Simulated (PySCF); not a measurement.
## Ionisation energy of Zr(29+) by level of theory

Zr(29+) [Ne] 3s1 (2S) → Zr(30+) [Ne] (1S), as a difference of total energies. Computed with PySCF 2.14 in an uncontracted even-tempered set (16 s from 3.9 bohr⁻², ratio 2.5; 10 p from 5 bohr⁻², ratio 2.5; 5 d from 19 bohr⁻², ratio 2.7; 4 f from 29 bohr⁻², ratio 2.7), with the non-relativistic Hamiltonian (point nucleus). Correlated levels: outer shells: 1s2 frozen; virtual orbitals above 40 to 60 times the deepest correlated orbital energy dropped. The calculations carry no spin-orbit coupling.

```
                method  ionisation energy (eV)
                   UHF                  1550.5
    MP2 (outer shells)                  1551.1
SCS-MP2 (outer shells)                  1551.0
   CCSD (outer shells)                  1551.1
CCSD(T) (outer shells)                  1551.1
```

The gap to the reference is mostly relativistic.

For comparison: 1582.37 ± 0.05 eV (semi-empirical (NIST evaluation); NIST Atomic Spectra Database, ionization energies).
